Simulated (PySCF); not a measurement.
# Structure elucidation problem

An unknown has the formula C₆H₁₂B₂F₂. Its calculated NMR data are:

¹H NMR (600 MHz, computed): δ 7.55 (br, 2H), 2.33 (m, 2H), 2.04 (m, 2H), 1.47 (m, 2H), 1.15 (m, 2H), 0.80 (m, 1H), 0.34 (m, 1H).

¹³C{¹H} NMR (computed): δ 57.0 (CH), 35.9 (CH2), 32.6 (CH2), 26.3 (CH).

- geometry from PBE0-D3(BJ)/def2-SVP
- σ from GIAO-PBE/pcSseg-1
- program: PySCF 2.14
- relativity neglected, averaged over atoms made equivalent by symmetry, fast rotation or ring inversion, gas phase, single conformer

Scale: ¹H (31.20 ppm), ¹³C (180.03 ppm) against TMS (reference shieldings calculated alike).

Q: Propose a structure and justify it.

A: 
1. 4 carbon signals for 6 carbons: some carbons are equivalent by symmetry or fast rotation.
2. Carbon types of the structure: 2 × CH, 4 × CH2, leaving 2 H on heteroatoms.
3. δC 57.0, 26.3: sp3 CH bonded to B.
4. δC 35.9, 32.6: sp3 CH2 in a ring; aliphatic region, no heteroatom directly attached.
5. δH 7.55: hydrogen on a boron bonded to C.
6. δH 2.33, 2.04, 1.47, 1.15: hydrogen on an sp3 CH2 in a ring.
7. δH 0.80, 0.34: hydrogen on an sp3 CH bonded to B.

The compound is SMILES FB([C@H]1CC[C@H](B)CC1)F.

This is the structure that produced the data.

Hydrogens on boron are broadened and split by ¹¹B (spin 3/2, 80 %) and 10B (spin 3). A carbon bonded to boron is broadened by the quadrupolar boron nucleus and is often missing from a measured spectrum. Splittings by ¹⁹F in the carbon and heteronuclear signals aren't shown, as no couplings were computed. Shifts are as computed. Against solution values, carbons near 30 ppm lie about +2 ppm off and those near 130 ppm about +2 ppm. Of 1313 compounds with measured shifts, 239 miss one by over three times the rms of a fit or turn the order of signals round; such compounds aren't used in these exercises. Multiplicities follow the n + 1 count of equivalent neighbours, as no J values were calculated; m marks all less simple cases, F and P coupling included.
